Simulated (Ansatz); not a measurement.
Geometry optimisation, RKS PBE-D4/def2-SVP (Ansatz 0.2.0).

input.yaml

```yaml
crystal:
  periodic: [false, false, false]
  atoms:
    - { symbol: Ge, position_ang: [0.0, 0.0, 0.0] }
    - { symbol: H, position_ang: [0.0, 0.0, 1.9] }
    - { symbol: H, position_ang: [1.4616, 0.0, -0.5162] }
    - { symbol: F, position_ang: [-0.7913, 1.3709, -0.5594] }
    - { symbol: H, position_ang: [-0.73, -1.2648, -0.5162] }
    - { symbol: "N", position_ang: [-2.0972, 0.0067, 0.6969] }
    - { symbol: H, position_ang: [-2.8191, -0.5988, 0.2111] }
    - { symbol: H, position_ang: [-2.3813, 0.6154, 1.5169] }
    - { symbol: H, position_ang: [-1.0245, 0.0033, 1.831] }
basis:
  gaussian: { orbitals: def2-SVP }
hamiltonian:
  xc: pbe
  dispersion: d4
relax:
  f_tol: 0.15
  max_steps: 25
  restrain:
    - { distance: [0, 5], at: 1.91, k: 30.0 }
    - { distance: [8, 1], at: 0.66, k: 30.0 }
    - { distance: [0, 1], at: 2.75, k: 30.0 }
    - { distance: [8, 5], at: 2.26, k: 30.0 }
```

Command:

```bash
$ ansatz run input.yaml --threads 2 --pin off --max-ram 3072MiB --backend cpu --events-out ev --progress --plain --runs-dir out
```

Where does it end, and by what steps?

The run converged. The restraints hold the end off the free minimum. After 17 steps the energy has fallen by 4.117 eV (the restraints' own energy left out); H3 moved furthest, 1.06 Å. Joined: H2–H9 (1.03 → 0.72 Å).

```json
{"step": "0", "energy less start (eV)": "0.0000", "largest force component (eV/Å)": "3.550", "accepted": "yes"}
{"step": "1", "energy less start (eV)": "-0.0117", "largest force component (eV/Å)": "3.677", "accepted": "yes"}
{"step": "2", "energy less start (eV)": "-0.7350", "largest force component (eV/Å)": "3.312", "accepted": "yes"}
{"step": "3", "energy less start (eV)": "-2.1727", "largest force component (eV/Å)": "3.403", "accepted": "yes"}
{"step": "4", "energy less start (eV)": "-3.0188", "largest force component (eV/Å)": "2.420", "accepted": "yes"}
{"step": "5", "energy less start (eV)": "-3.4142", "largest force component (eV/Å)": "1.978", "accepted": "yes"}
{"step": "6", "energy less start (eV)": "-3.7551", "largest force component (eV/Å)": "1.390", "accepted": "yes"}
{"step": "7", "energy less start (eV)": "-3.9193", "largest force component (eV/Å)": "1.649", "accepted": "yes"}
{"step": "8", "energy less start (eV)": "-3.9921", "largest force component (eV/Å)": "1.953", "accepted": "yes"}
{"step": "9", "energy less start (eV)": "-3.9468", "largest force component (eV/Å)": "2.368", "accepted": "no"}
{"step": "10", "energy less start (eV)": "-4.0538", "largest force component (eV/Å)": "1.697", "accepted": "yes"}
{"step": "11", "energy less start (eV)": "-4.0834", "largest force component (eV/Å)": "1.612", "accepted": "yes"}
{"step": "12", "energy less start (eV)": "-4.0919", "largest force component (eV/Å)": "1.487", "accepted": "yes"}
{"step": "13", "energy less start (eV)": "-4.1100", "largest force component (eV/Å)": "1.492", "accepted": "yes"}
{"step": "14", "energy less start (eV)": "-4.1123", "largest force component (eV/Å)": "1.454", "accepted": "yes"}
{"step": "15", "energy less start (eV)": "-4.1121", "largest force component (eV/Å)": "1.525", "accepted": "yes"}
{"step": "16", "energy less start (eV)": "-4.1235", "largest force component (eV/Å)": "1.482", "accepted": "yes"}
{"step": "17", "energy less start (eV)": "-4.1166", "largest force component (eV/Å)": "1.551", "accepted": "yes"}
```

```xyz
9
Properties=species:S:1:pos:R:3
Ge -0.519 -0.118 -0.367
H 0.045 0.451 2.273
H 0.855 -0.252 0.319
F -0.541 1.518 -1.049
H -0.747 -1.105 -1.544
N -1.975 -0.355 0.804
H -2.829 -0.533 0.255
H -2.152 0.472 1.384
H -0.517 0.054 2.488
```

Run time: 27 s on 2 threads of Arm Neoverse V1 (shared host), peak memory 0.12 GiB.
